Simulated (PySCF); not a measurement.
## Working with the constants of GaCl⁺

PBE0 constants of GaCl⁺, ²Σ⁺ (doublet), unpaired electrons σ ↑ (PySCF, scalar-relativistic core potentials, basis sets Ga cc-pVTZ-PP with ECP10, Cl cc-pV(T+d)Z; masses 68.9256 and 34.9689 u):

- ωe: 410.8 cm⁻¹
- ωexe: 3.57 cm⁻¹
- Be: 0.16609 cm⁻¹
- αe: 0.00131 cm⁻¹
- D (centrifugal): 1.09e-07 cm⁻¹
- De to Ga⁺ + Cl: 0.98 eV

Problem. Give the vibrational terms G(v) and spacings up to v = 6.

Solution. G(v) = ωe(v+½) − ωexe(v+½)².

| v | G(v) (cm⁻¹) | G(v) − G(v−1) | Bv (cm⁻¹) |
| --- | --- | --- | --- |
| 0 | 204.5 |  | 0.1654 |
| 1 | 608.2 | 403.7 | 0.1641 |
| 2 | 1004.7 | 396.5 | 0.1628 |
| 3 | 1394.1 | 389.4 | 0.1615 |
| 4 | 1776.3 | 382.2 | 0.1602 |
| 5 | 2151.4 | 375.1 | 0.1589 |
| 6 | 2519.4 | 368.0 | 0.1576 |

Problem. How well does the Morse estimate ωe²/(4ωexe) reproduce De, and what is D0?

Solution. It gives 1.47 eV, 150 % of the computed De. D0 = De − G(0) = 0.98 − 0.03 = 0.95 eV.

Spin–orbit coupling is left out. For an ion De counts to the pair picked by the measured ionisation energies or electron affinities, which need not be the lowest pair at this level. The state is the lowest determinant that a PBE0 search found; another state may lie lower at other levels.
